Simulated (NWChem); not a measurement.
System: CH5FOSi2; SMILES F[Si@@H]1OC[SiH2]1

Here is an NWChem input.

```
start job
memory heap 200 mb stack 900 mb global 1100 mb
geometry units angstroms noautosym nocenter noautoz
  F      0.376938    -1.989914    -0.643771
  Si     0.063838    -0.840376     0.461822
  O     -1.400111    -0.076534     0.170323
  C     -1.093054     1.244533    -0.313373
  Si     0.824738     1.300794    -0.038801
  H      0.084719    -1.543578     1.770915
  H     -1.654063     1.992538     0.270897
  H     -1.395669     1.347020    -1.369605
  H      1.669500     1.570213    -1.239989
  H      1.250069     2.184602     1.088708
end
basis spherical
  * library def2-svp
end
dft
  xc pbe0
  iterations 150
end
cosmo
  do_cosmo_smd true
  solvent water
end
task dft energy
```

All runs use the structure optimised with PBE0/def2-SVP. Solvent: water.

Level: PBE0/def2-SVP with SMD (1 M gas to 1 M solution), gas-phase geometry. Reactions with the solvent are ignored.

Task: Give the results of this calculation. (PBE0/def2-SVP, SMD on the gas-phase geometry.) Quantities: solvation free energy (kcal/mol); cavity-dispersion-structure term (kcal/mol); dipole in solution (D).

Result: 
* **solvation free energy (kcal/mol)**: -1.3
* **cavity-dispersion-structure term (kcal/mol)**: 3.4
* **dipole in solution (D)**: 2.98
